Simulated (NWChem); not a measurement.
System: C₂H₃B; SMILES BC#C

NWChem input:

```
start job
memory heap 200 mb stack 900 mb global 1100 mb
geometry units angstroms noautosym nocenter noautoz
  B     -0.004523    -1.395508     0.011603
  C     -0.003093     0.112954     0.010118
  C     -0.001827     1.334050     0.009613
  H     -0.000763     2.409977     0.008981
  H      1.040229    -1.999817     0.012881
  H     -1.050330    -1.997982     0.010999
end
basis spherical
  * library 6-31g*
end
dft
  xc pbe0
  iterations 150
end
property
  efieldgrad
end
task dft property
```

Parts of the log:

```
             Northwest Computational Chemistry Package (NWChem) 7.3.0
             --------------------------------------------------------

                             Geometry "geometry" -> ""
                             -------------------------

 Output coordinates in angstroms (scale by  1.889725989 to convert to a.u.)

  No.       Tag          Charge          X              Y              Z
 ---- ---------------- ---------- -------------- -------------- --------------
    1 B                    5.0000    -0.00452300    -1.39550800     0.01160300
    2 C                    6.0000    -0.00309300     0.11295400     0.01011800
    3 C                    6.0000    -0.00182700     1.33405000     0.00961300
    4 H                    1.0000    -0.00076300     2.40997700     0.00898100
    5 H                    1.0000     1.04022900    -1.99981700     0.01288100
    6 H                    1.0000    -1.05033000    -1.99798200     0.01099900

 Effective nuclear repulsion energy (a.u.)      46.3537944384

                              NWChem Property Module
                              ----------------------

  itol2e modified to match energy
  convergence criterion.

                                 NWChem DFT Module
                                 -----------------

 Summary of "ao basis" -> "ao basis" (spherical)
 ------------------------------------------------------------------------------
       Tag                 Description            Shells   Functions and Types
 ---------------- ------------------------------  ------  ---------------------
 B                           6-31g*                  6       14   3s2p1d
 C                           6-31g*                  6       14   3s2p1d
 H                           6-31g*                  2        2   2s

  itol2e modified to match energy
  convergence criterion.

[...]

          -----------------------
          Electric field gradient
          -----------------------

 1 a.u. = 0.324123 10**(16) esu/cm**3  ( or statvolts/cm**2 ) = 0.97174 10**(22) v/m**2

 ------------------------------------------------------------
   Atom      X         Y         Z
 ------------------------------------------------------------
    1 B   -0.00855  -2.63713   0.02193
 ------------------------------------------------------------

 Electric field gradient in molecular frame (a.u.)
         XX             YY             ZZ             XY             XZ             YZ
 ------------------------------------------------------------------------------------------
        0.291513       0.237015      -0.528529      -0.000044       0.000738      -0.000677

 Principal components (a.u.) and orientation
 of principal axis w.r.t. absolute frame                      Asymmetry parameter eta
 --------------------------------------------------------------------------------------
       -0.528530       0.291514       0.237016                       0.103113

       -0.000899       0.999999       0.000825
        0.000885      -0.000824       0.999999
        0.999999       0.000900      -0.000884

 ------------------------------------------------------------
   Atom      X         Y         Z
 ------------------------------------------------------------
    2 C   -0.00584   0.21345   0.01912
 ------------------------------------------------------------

 Electric field gradient in molecular frame (a.u.)
         XX             YY             ZZ             XY             XZ             YZ
 ------------------------------------------------------------------------------------------
       -0.190448       0.306501      -0.116053       0.000491      -0.000067      -0.000289

 Principal components (a.u.) and orientation
 of principal axis w.r.t. absolute frame                      Asymmetry parameter eta
 --------------------------------------------------------------------------------------
        0.306502      -0.190449      -0.116053                       0.242727

        0.000989       0.999999      -0.000899
        0.999999      -0.000988       0.000684
       -0.000683       0.000900       0.999999

 ------------------------------------------------------------
   Atom      X         Y         Z
 ------------------------------------------------------------
    3 C   -0.00345   2.52099   0.01817
 ------------------------------------------------------------

 Electric field gradient in molecular frame (a.u.)
         XX             YY             ZZ             XY             XZ             YZ
 ------------------------------------------------------------------------------------------
        0.084600       0.249326      -0.333926       0.000156       0.000376      -0.000350

 Principal components (a.u.) and orientation
 of principal axis w.r.t. absolute frame                      Asymmetry parameter eta
 --------------------------------------------------------------------------------------
       -0.333927       0.249327       0.084600                       0.493302

       -0.000899       0.000948       0.999999
        0.000600       0.999999      -0.000947
        0.999999      -0.000600       0.000900

 ------------------------------------------------------------
   Atom      X         Y         Z
 ------------------------------------------------------------
    4 H   -0.00144   4.55420   0.01697
 ------------------------------------------------------------

[...]
```

Level: PBE0/6-31G* (spherical d). Geometry: optimised at PBE0/def2-SVP. NWChem prints the field gradient with the sign opposite to the second derivative of the potential.
